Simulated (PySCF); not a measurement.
Delta-SCF ions had no search for a lower state. Excitations are Tamm–Dancoff values on a coarser integration grid. The basis has no diffuse functions, so Rydberg states are missing or too high.

Cartesian coordinates (Å):
```xyz
13

Si     1.7341    -0.6625     0.7798
B     -0.0032     0.0134     0.0576
Si     0.0157     1.5051    -1.2717
Si    -1.7537    -0.8237     0.5397
H      1.6694    -1.2665     2.1484
H      2.0988    -1.7575    -0.1886
H      2.8421     0.3455     0.7479
H     -0.0859     2.7147    -0.3780
H      1.2809     1.6354    -2.0625
H     -1.1511     1.5392    -2.2098
H     -1.9029    -1.9105    -0.4930
H     -2.9262     0.0969     0.3875
H     -1.8151    -1.4652     1.8912
```
Charge 0, multiplicity 1.

Question: Give the HOMO, S1 oscillator strength, HOMO–LUMO gap, S1–T1 gap (TDA), LUMO, T1 excitation (TDA), S1 excitation (TDA) and vertical ionisation energy (Delta-SCF) at the level PBE-D3(BJ)/def2-TZVP (PySCF 2.14.0).

Answer: 
```json
{
 "HOMO": "-6.86 eV",
 "S1 oscillator strength": "0.001",
 "HOMO–LUMO gap": "2.82 eV",
 "S1–T1 gap (TDA)": "0.70 eV",
 "LUMO": "-4.04 eV",
 "T1 excitation (TDA)": "2.39 eV",
 "S1 excitation (TDA)": "3.09 eV",
 "vertical ionisation energy (Delta-SCF)": "9.43 eV"
}
```
